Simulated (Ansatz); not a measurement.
One elementary step

Start structure (Si$_{2}$NH$_{9}$O, singlet), relaxed at PBE0-D4/def2-TZVP:

```
13
angstrom
Si -0.8014 1.0309 0.2697
O 0.6119 1.5136 1.0153
H -0.8473 1.5156 -1.1377
H -1.9112 1.7336 0.9909
Si -1.0802 -1.2868 0.3587
H 1.9305 -1.2506 -0.9310
N 1.4876 -0.3433 -1.0000
H 0.5087 2.2563 1.6112
H -2.3340 -1.6533 1.0862
H -1.1826 -1.8660 -1.0069
H 0.0459 -1.9282 1.0898
H 1.5881 -0.0198 -1.9536
H 1.9840 0.2980 -0.3926
```

The step: Si₂H₆O ([OH][SiH2][SiH3]) + NH₃ → Si₂NH₇ ([NH2][SiH2][SiH3]) + H₂O; bonds formed: Si1–N7, O2–H6; bonds broken: Si1–O2, H6–N7. Program: Ansatz 0.2.0. Basis: def2-TZVPP and def2-QZVPP. Cores are frozen in the correlated methods. Extrapolation: Hartree–Fock as exp(−7.88 √X), correlation as X^−2.97. Energies below are by CCSD(T) at an estimated basis limit (MP2 extrapolated from triple and quadruple zeta, plus CCSD(T) − MP2 in triple zeta).

Question: What are the electronic barrier and the energy of the step, from the start structure to the end structure? (Judge from chemistry; the value comes from the calculation.)

Answer: The calculation gives: Barrier 1.471 eV; step energy 0.352 eV (uphill); reverse barrier, their difference, 1.119 eV. Barrier and step energy count from the start structure, the reverse barrier from the end structure.

The saddle point: One imaginary mode of 964i cm⁻¹.
```
  pair  start (Å)  saddle (Å)  end (Å)
Si1–N7       2.96        1.88     1.75
 O2–H6       3.63        1.30     0.97
Si1–O2       1.67        2.10     3.47
 H6–N7       1.01        1.19     1.95
```

Zero-point energy (harmonic, PBE0-D4): ZPE is 2.528 eV at the start and 2.461 eV at the saddle, so the barrier goes from 1.471 to 1.404 eV.

T1 diagnostic: at most 0.013.

Labels in which every atom is bracketed show which atoms are joined, not bond orders.

For scale, one of the runs: CCSD(T)/def2-TZVPP, 272 basis functions, launched by `ansatz run in.yaml --threads 8 --pin off --events-out ev --progress --plain --max-ram 19148MiB`. Hardware: 8 CPU threads of an AMD EPYC 9R45, shared host. Wall time 27 s; peak host memory 6.9 GiB.
